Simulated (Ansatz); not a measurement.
Cost and result for the atomization energy of Ge$_{4}$H$_{12}$Si$_{2}$ (`[SiH2]1[SiH2][GeH2][GeH2][GeH2][GeH2]1`) (18 atoms, 18 bonds).

Cartesian coordinates in Å:
```
Si -0.9744 -0.9384 -1.7173
Si -1.7334 -1.2477 0.4707
Ge 0.1643 -1.3743 1.9118
Ge 1.9017 0.1522 1.1579
Ge 0.8446 2.0639 0.1056
Ge -0.2348 1.3190 -1.9431
H 0.1820 -1.8475 -1.9560
H -2.0241 -1.2429 -2.7289
H -2.5564 -0.0692 0.8636
H -2.5722 -2.4704 0.6109
H 0.7135 -2.8138 1.9177
H -0.2402 -1.0145 3.3542
H 2.8073 0.5688 2.3317
H 2.7771 -0.5633 0.1107
H -0.2269 2.6216 1.0626
H 1.8530 3.1899 -0.1890
H -1.4397 2.2294 -2.2483
H 0.7585 1.4372 -3.1149
```

The species carries charge 0 and has multiplicity 1. Correlated methods include outer-core shells of Ge, which these sets cover unevenly. Scalar relativity is left out up to krypton. The structure was optimised at the PBE0-D4/def2-TZVP level. Program: Ansatz. All runs use 6 threads of an AMD EPYC 7R13 on a shared host and a share of an NVIDIA H100 80 GB. Times are those of one run each, without the atoms' runs, and a repeat can differ threefold. Electronic energies, without spin–orbit coupling; frozen cores. CCSD(T)/CBS adds CCSD(T) − MP2 in def2-TZVPP to the MP2 limit, and its time is that of the two runs behind it. T1 = 0.012. With those shells the extrapolation isn't a true limit.

CCSD(T)/CBS is a level of theory with its own doubt, some kJ/mol a heavy atom from the limit and from the frozen cores, so smaller differences don't rank the functionals.

| level | functions | wall time | atomization (kcal/mol) | difference from CCSD(T)/CBS | per bond |
| --- | --- | --- | --- | --- | --- |
| BLYP-D4/def2-TZVPP | 444 | 5.5 s | 1162.0 | -37.1 | -2.1 |
| PBE-D4/def2-TZVPP (with forces) | 444 | 6.5 s | 1176.4 | -22.7 | -1.3 |
| LDA (SPW92)/def2-TZVPP | 444 | 7.5 s | 1331.2 | 132.1 | 7.3 |
| r2SCANh-D4/def2-TZVPP | 444 | 8 s | 1193.7 | -5.4 | -0.3 |
| PBE-QIDH/def2-TZVPP | 444 | 9.5 s | 1181.8 | -17.3 | -1.0 |
| B2PLYP/def2-TZVPP | 444 | 10 s | 1163.7 | -35.4 | -2.0 |
| PBE0-D4/def2-TZVPP | 444 | 11 s | 1178.7 | -20.4 | -1.1 |
| ωB97X-V/def2-TZVPP | 444 | 12 s | 1205.8 | 6.7 | 0.4 |
| CCSD(T)/def2-SVP | 224 | 13 s | 1110.5 | -88.6 | -4.9 |
| ωB97M-V/def2-TZVPP (with forces) | 444 | 17 s | 1178.7 | -20.4 | -1.1 |
| MP2/def2-QZVPP | 856 | 26 s | 1171.3 | -27.8 | -1.5 |
| CCSD(T)/def2-TZVPP | 444 | 2.1 min | 1176.9 | -22.2 | -1.2 |
| CCSD(T)/CBS(def2) | – | 2.6 min | 1199.1 | 0.0 | 0.0 |

Leaving LDA and LC-ωPBE aside and taking each functional with its dispersion term where it has one, the values, not all of them listed here, spread over 51.8 kcal/mol, from revPBE-D4 to B97M-V. LDA lies +170.3 kcal/mol from PBE without D4, its usual overbinding. At CCSD(T), def2-SVP lies −88.7 kcal/mol from the extrapolated value and def2-TZVPP −22.2 kcal/mol: correlation converges slowly with the basis, and small sets miss more of it in the bonded molecule than in its fragments. From PBE to PBE0 (25 % exact exchange), in def2-TZVPP and without D4, the atomization energy moves by +4.1 kcal/mol.
